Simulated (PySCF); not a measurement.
Exercise with solution: entropy of an ideal gas

sulfur difluoride (F2S), SMILES FSF.

Geometry optimised at ωB97X-D3(BJ)/def2-TZVP.

ωB97X-D3(BJ)/def2-TZVP in PySCF gives the harmonic wavenumbers 357, 837, 867 cm⁻¹ and the rotational temperatures 1.2881, 0.4379, 0.3268 K. The molar mass is 70.06 g/mol, the symmetry number 2, the spin multiplicity 1.

Q: Work out the entropy at 298.15 K and 1 atm in the rigid-rotor, harmonic-oscillator model.

A: 
Translation (Sackur–Tetrode at 1 atm): S = R[1.5 ln M + 2.5 ln T − 1.16487] = 161.7 J/(mol K).
Rotation: q = (√π/σ) T^1.5/√(θA θB θC) = 10600, S = R[ln q + 3/2] = 89.6 J/(mol K).
Vibration: with u = 1.4388 ν/T, each mode gives R[u/(e^u − 1) − ln(1 − e^−u)]:
```csv
ν (cm⁻¹),modes,u,S (J/(mol K))
357,1,1.72,4.75
837,1,4.04,0.75
867,1,4.18,0.67
```
These are all the modes. Sum 6.2 J/(mol K).
Spin: R ln 1 = 0.0 J/(mol K).
Total 257.5 J/(mol K); the program's own thermochemistry gives 257.5. Translation makes up 63 % and vibration 2 %. Anharmonicity, hindered rotation and orbital degeneracy are left out.
